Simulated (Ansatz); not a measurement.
Two isomers of CH5AsO: A = `CO[AsH2]`, B = `OC[AsH2]`.

Calculated with Ansatz (gas phase, PBE0-D4/def2-TZVP geometries, no zero-point term in ΔE). CCSD(T)/CBS is the MP2 limit (def2-TZVPP, def2-QZVPP) plus CCSD(T) − MP2 in def2-TZVPP, frozen cores. Functionals use def2-TZVPP. B3LYP here is the variant with VWN-RPA as its local correlation; programs differ in this. For As outer-core shells are correlated without core-valence functions, which leaves a few kJ/mol of doubt a bond. Scalar relativity is left out up to krypton. One conformer a species, not always the lowest.

Which isomer does CCSD(T)/CBS put lower? Give the gap. (An estimate is asked.)

Ansatz gave: A, by 12.2 kJ/mol.

Give E(B) − E(A) in kJ/mol with LDA (SPW92), CCSD(T)/def2-TZVPP, B2PLYP, B3LYP-D4, BLYP-D4, MP2/def2-TZVPP, r2SCAN-D4. (Best estimate.)

Computed: LDA (SPW92) 7.5, CCSD(T)/def2-TZVPP 13.7, B2PLYP 18.5, B3LYP-D4 18.7, BLYP-D4 20.0, MP2/def2-TZVPP 13.6, r2SCAN-D4 13.5. None reverses the order clearly.

Does the order hold for the free energy at 298.15 K (harmonic terms from PBE0-D4)? (Best estimate.)

Computed: Yes: G(B) − G(A) = +11.6 kJ/mol, for one conformer each.

Largest T1 diagnostic: 0.012.

Leaving LDA and LC-ωPBE aside and taking each functional with its dispersion term where it has one, the values, not all of them listed here, spread over 15.9 kJ/mol, from HSE06-D4 to B97M-V. LDA lies −3.1 kJ/mol from PBE without D4. In def2-TZVPP, CCSD(T) changes the Hartree–Fock value by −11.1 kJ/mol (the triples alone add −0.4 kJ/mol) and MP2 by −11.1 kJ/mol.
